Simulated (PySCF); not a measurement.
Zn(Et)(SH) (C2H6SZn), SMILES C[CH2][Zn][SH].

Geometry optimised at PBE0-D3(BJ)/def2-SVP. The isomer is the one that the SMILES or the coordinates give; other isomers of the formula were not compared. Other conformers were not sampled.

Computed with TDDFT-CAM-B3LYP/def2-SVPD (PySCF).

Vertical excitations. 

| state | energy (eV) | λ (nm) | f | main pairs |
|---|---|---|---|---|
| S1 | 5.50 | 225 | 0.053 | HOMO→LUMO 93 % |
| S2 | 5.55 | 223 | 0.001 | HOMO→LUMO+1 92 % |
| S3 | 5.87 | 211 | 0.007 | HOMO−1→LUMO+1 86 % |
| S4 | 6.06 | 205 | 0.043 | HOMO−1→LUMO 40 %, HOMO→LUMO+2 37 %, HOMO−1→LUMO+1 11 %, HOMO−1→LUMO+2 7 % |
| S5 | 6.17 | 201 | 0.012 | HOMO−1→LUMO+2 85 % |
| S6 | 6.47 | 192 | 0.273 | HOMO−1→LUMO 31 %, HOMO→LUMO+2 25 %, HOMO→LUMO+4 21 %, HOMO→LUMO+3 6 % |
| S7 | 6.50 | 191 | 0.127 | HOMO→LUMO+4 43 %, HOMO→LUMO+3 16 %, HOMO−1→LUMO 14 %, HOMO→LUMO+2 14 % |
| S8 | 7.20 | 172 | 0.017 | HOMO−1→LUMO+3 51 %, HOMO−2→LUMO 28 % |
| S9 | 7.55 | 164 | 0.010 | HOMO→LUMO+3 58 %, HOMO→LUMO+5 16 %, HOMO→LUMO+4 16 % |
| S10 | 7.85 | 158 | 0.058 | HOMO−2→LUMO+1 85 % |
| T1 | 5.12 | 242 | 0 | HOMO→LUMO 74 %, HOMO→LUMO+1 12 % |
| T2 | 5.31 | 234 | 0 | HOMO−1→LUMO 86 % |
| T3 | 5.41 | 229 | 0 | HOMO→LUMO+1 69 %, HOMO→LUMO 17 % |
| T4 | 5.57 | 222 | 0 | HOMO−1→LUMO+1 90 % |
Triplets are in the Tamm–Dancoff approximation, which puts them higher than full response would, so one can lie above its singlet here.
